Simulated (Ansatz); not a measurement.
`O[CH2][Ga]([OH])[OH]` + H–F → `O[CH2][Ga]([OH])[F]` + H₂O  (ligand exchange at a Ga–O bond)

Program: Ansatz. Geometries: PBE0-D4/def2-TZVP. ΔE: electronic, gas phase. CCSD(T)/CBS adds triple-zeta CCSD(T) − MP2 to the extrapolated MP2 energy (def2 sets, frozen cores). This one scheme is used for every species. DFT in def2-TZVPP. B3LYP here is the variant with VWN-RPA as its local correlation; programs differ in this. For Ga outer-core shells are correlated without core-valence functions, which leaves a few kJ/mol of doubt a bond. Scalar relativity is left out up to krypton. Each species was taken in one conformer, which may not be the lowest.

(1) Is it downhill or uphill in electronic energy at CCSD(T)/CBS, and by how much? (Estimate.)

(2) What do these levels give: PBE-D4, r2SCAN-D4, PBE0-D4, ωB97X-V, ωB97M-V, PBE0, B3LYP, CCSD/def2-TZVPP, CCSD(T)/def2-TZVPP, SCS-MP2/def2-QZVPP, MP2/CBS(def2), CCSD/CBS(def2)? (Estimate.)

Largest T1 diagnostic among the species: 0.014.

Answers

(1) The calculation gave: Downhill: ΔE = -23.1 kJ/mol.

(2) Ansatz gave: PBE-D4 -29.6, r2SCAN-D4 -31.3, PBE0-D4 -28.2, ωB97X-V -30.5, ωB97M-V -29.7, PBE0 -29.9, B3LYP -33.7, CCSD/def2-TZVPP -25.9, CCSD(T)/def2-TZVPP -24.6, SCS-MP2/def2-QZVPP -25.3, MP2/CBS(def2) -20.7, CCSD/CBS(def2) -24.4 kJ/mol.

In def2-TZVPP, CCSD(T) changes the Hartree–Fock value by +11.6 kJ/mol (the triples alone add +1.3 kJ/mol) and MP2 by +14.0 kJ/mol. The D4 term adds +3.2 kJ/mol with B3LYP and +1.8 kJ/mol with PBE0; it sums over pairs of atoms, weighted by their polarisabilities, and B3LYP, whose exchange is more repulsive, gets the larger term.
